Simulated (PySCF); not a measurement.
These 2 structures share the formula C4H3BF2O. Computed with PBE0-D3(BJ)/def2-SVP geometry optimisation, gas phase in PySCF 2.14.0. Energies are electronic, without zero-point or thermal terms, for one conformer each. No frequencies were run at this level. Point groups hold within 0.08 Å.

Question: Rank from lowest to highest electronic energy at this level (kcal/mol).
A. `FB(F)/C=C1\C=CO1`
B. `[CH2:1]=[C:2]=[C:3]([CH:4]=[O:5])[B:6]([F:7])[F:8]` with C2–C3–C4–O5 -1°

Answer: B (0.0), A (9.3).

As drawn, the lower has a C=O bond and cumulated double bonds, which the higher lacks; the higher has a four-membered ring, which the lower lacks.

```tsv
SMILES	E (Eh)	E rel (kcal/mol)	dipole (D)	point group	A, B, C (MHz)
C=C=C(C=O)B(F)F	-453.23091	0.0	2.01	near Cs	2545, 1648, 1008
FB(F)/C=C1\C=CO1	-453.21614	9.3	2.22	Cs	5910, 1162, 971.4
```
